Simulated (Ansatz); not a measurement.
BF$_{2}$HSSi, SMILES `FB1S[SiH]1F` from Hartree–Fock to CCSD(T)

| atom | x (Å) | y (Å) | z (Å) |
| --- | --- | --- | --- |
| F1 | 1.358 | -1.925 | -0.667 |
| B2 | 0.529 | -0.936 | -0.455 |
| S3 | -0.808 | -0.235 | -1.421 |
| Si4 | -0.218 | 0.542 | 0.508 |
| F5 | 0.418 | 2.002 | 0.502 |
| H6 | -1.279 | 0.552 | 1.534 |

Total charge 0; spin multiplicity 1. The geometry is a stationary point of PBE0-D4/def2-TZVP. Frozen core, restricted reference, the Gaussian-basis code of Ansatz. CBS rows extrapolate triple and quadruple zeta; past MP2 they add the triple-zeta difference.

```json
{"basis": "def2-SVP", "HF (Eh)": "-910.33216", "MP2 corr.": "-0.66489"}
{"basis": "def2-TZVPP", "HF (Eh)": "-910.86400", "MP2 corr.": "-0.87148"}
{"basis": "def2-QZVPP", "HF (Eh)": "-910.89414", "MP2 corr.": "-0.95105"}
```

Problem. Estimate the CCSD correlation energy and the (T) correction in each basis where they were run (hartree).

Solution. 
| basis | CCSD corr. | (T) |
| --- | --- | --- |
| def2-SVP | -0.69232 | -0.01892 |
| def2-TZVPP | -0.89520 | -0.03573 |
| CBS(def2) | -1.03371 | as TZ |
